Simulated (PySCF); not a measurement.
A geometry optimisation on F10Ge5O5.

Method: PBE0-D3(BJ)/def2-SVP geometry optimisation, gas phase (PySCF 2.14.0). Start geometry: GFN2-xTB. A driver script takes a list of jobs; this job's settings line and coordinates (Å) are shown.

Command:
```bash
OMP_NUM_THREADS=2 python probes_run.py task.json out
```

Input:
```
{"job": {"xc": "PBE0", "basis": "def2-SVP", "d3": "d3bj", "grid": 1, "maxiter": 40, "shake": 0.03, "kind": "geom"}, "charge": 0, "multiplicity": 1}
Ge    -1.597350     0.996880     0.732640
F     -2.652750     2.073820     1.631150
F     -1.521100     1.833050    -0.804410
O     -0.050370     0.856970     1.456940
Ge     1.375850     1.581400     1.441220
F      1.300490     3.165180     2.119000
F      2.386680     0.675680     2.485330
O      2.108600     1.779210    -0.094290
Ge     1.711020     1.075540    -1.530840
F      3.190770     0.709290    -2.278270
F      0.881280     2.115300    -2.577460
O      0.756840    -0.335720    -1.453050
Ge     0.693820    -1.805440    -0.702450
F      1.580920    -1.691420     0.806130
F      1.582750    -3.016450    -1.588610
O     -0.765960    -2.418290    -0.377620
Ge    -2.320140    -1.958420     0.071420
F     -2.805170    -2.960350     1.378490
F     -3.405930    -2.313130    -1.174250
O     -2.587840    -0.348960     0.558270
```

Output:
```
step   0  E = -11755.16070182  max force = 0.119833
step   1  E = -11755.21655843  max force = 0.013586
step   2  E = -11755.21960965  max force = 0.006173
step   3  E = -11755.22087638  max force = 0.003751
step   4  E = -11755.22160381  max force = 0.003400
step   5  E = -11755.22203192  max force = 0.002774
step   6  E = -11755.22236150  max force = 0.002540
step   7  E = -11755.22269343  max force = 0.002623
step   8  E = -11755.22305462  max force = 0.002551
step   9  E = -11755.22337162  max force = 0.002450
step  10  E = -11755.22362202  max force = 0.002042
step  11  E = -11755.22380072  max force = 0.001922
step  12  E = -11755.22384291  max force = 0.001729
step  13  E = -11755.22380104  max force = 0.001281
step  14  E = -11755.22386652  max force = 0.000776
step  15  E = -11755.22390338  max force = 0.000589
step  16  E = -11755.22391001  max force = 0.001053
step  17  E = -11755.22391798  max force = 0.000722
step  18  E = -11755.22392255  max force = 0.000488
step  19  E = -11755.22392656  max force = 0.000459
step  20  E = -11755.22393211  max force = 0.000316
optimisation converged
```

Energies in Eh; «max force» is the largest Cartesian gradient component in Eh/bohr.

Task: Give the first gradient maximum in eV/Å.

Result: With 1 Eh/bohr = 51.422 eV/Å, 6.162 eV/Å.

Main results: final energy -11755.22393 Eh after 20 steps; dipole 0.87 D.

Task: Where do the atoms end?

Result: 0.293 Å rms from the input after alignment:
```
atom  x, y, z in Å
Ge1   -1.5025    1.1615    0.8468
F2    -2.3166    2.1194    1.9921
F3    -1.0986    2.1725   -0.4802
O4     0.0157    0.5552    1.4632
Ge5    1.5380    1.4300    1.3959
F6     1.2864    2.9763    2.0716
F7     2.6995    0.6310    2.3401
O8     2.0679    1.6445   -0.2455
Ge9    1.5046    0.9743   -1.7477
F10    2.8457    0.2883   -2.5497
F11    0.8451    2.1654   -2.7606
O12    0.3216   -0.2968   -1.4828
Ge13   0.6407   -1.8405   -0.7302
F14    1.9168   -1.5724    0.3839
F15    1.1761   -3.0029   -1.8504
O16   -0.7734   -2.4342    0.0669
Ge17  -2.4029   -1.8694    0.2897
F18   -2.9879   -2.5493    1.7353
F19   -3.3816   -2.4028   -0.9955
O20   -2.5322   -0.1360    0.3565
```

Time: 43 min wall, 89 min CPU; peak memory 5.0 GiB. Hardware: an Intel Xeon Platinum 8375C at 2.90 GHz with 2 threads, no GPU, shared host.
Labels such as C1 count atoms from 1, the log's own numbers from 0.
